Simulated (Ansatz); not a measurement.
`[NH2][AlH][SiH2]O` + HCl → `O[SiH2][AlH][Cl]` + NH₃  (ligand exchange at the Al–N bond)

Computed with Ansatz on PBE0-D4/def2-TZVP structures; ΔE is electronic, products minus reactants. CCSD(T)/CBS is the MP2 limit (def2-TZVPP, def2-QZVPP) plus CCSD(T) − MP2 in def2-TZVPP, frozen cores. This one scheme is used for every species. DFT in def2-TZVPP. B3LYP here is the variant with VWN-RPA as its local correlation; programs differ in this. HSE06 is defined as in plane-wave codes. Each species was taken in one conformer, which may not be the lowest.

```tsv
level	ΔE (kcal/mol)	difference from CCSD(T)/CBS
LDA (SPW92)	-16.1	1.7
PBE-D4	-17.6	0.2
revPBE-D4	-17.6	0.2
BLYP-D4	-16.7	1.1
r2SCAN-D4	-18.1	-0.3
B97M-V	-18.5	-0.7
PBE0-D4	-18.5	-0.7
B3LYP-D4	-17.5	0.3
r2SCANh-D4	-18.4	-0.6
r2SCAN0-D4	-18.7	-0.9
BHLYP-D4	-18.6	-0.8
CAM-B3LYP-D4	-16.9	0.9
ωB97X-V	-17.9	-0.1
ωB97M-V	-18.0	-0.2
B2PLYP	-17.4	0.4
PBE-QIDH	-18.5	-0.7
PBE	-17.5	0.3
revPBE	-17.8	0.0
BLYP	-16.5	1.3
r2SCAN	-18.1	-0.3
PBE0	-18.4	-0.6
r2SCANh	-18.4	-0.6
r2SCAN0	-18.7	-0.9
HSE06	-18.4	-0.6
BHLYP	-18.2	-0.4
CAM-B3LYP	-16.8	1.0
LC-ωPBE	-17.5	0.3
RPA@PBE/def2-TZVPP	-15.7	2.1
MP2/def2-SVP	-17.2	0.6
CCSD(T)/def2-SVP	-16.8	1.0
HF/def2-TZVPP	-19.6	-1.8
MP2/def2-TZVPP	-17.5	0.3
SCS-MP2/def2-TZVPP	-17.1	0.7
CCSD/def2-TZVPP	-17.0	0.8
HF/def2-QZVPP	-19.4	-1.6
MP2/def2-QZVPP	-18.0	-0.2
SCS-MP2/def2-QZVPP	-17.6	0.2
HF/CBS(def2)	-19.4	-1.6
MP2/CBS(def2)	-18.5	-0.7
CCSD/CBS(def2)	-18.0	-0.2
CCSD(T)/CBS	-17.8	0
```

(1) What do rigid-rotor, harmonic-oscillator terms from PBE0-D4/def2-TZVP frequencies (298.15 K, 1 bar) make of the CCSD(T)/CBS value? (Estimate.)

Largest T1 diagnostic among the species: 0.012.

Results:

(1) Computed: ΔZPE = +2.0 kcal/mol, ΔH = -15.7 kcal/mol, ΔS = 15 J/(mol·K), ΔG = -16.8 kcal/mol. Modes under 50 cm⁻¹ make the entropy rough.

From BLYP to BHLYP (50 % exact exchange), in def2-TZVPP and without D4, ΔE moves by −1.7 kcal/mol. At CCSD(T), def2-SVP lies +1.0 kcal/mol from the extrapolated value and def2-TZVPP +1.0 kcal/mol. Leaving LDA and LC-ωPBE aside and taking each functional with its dispersion term where it has one, the values spread over 2.1 kcal/mol, from r2SCAN0-D4 to BLYP-D4. LDA lies +1.4 kcal/mol from PBE without D4.
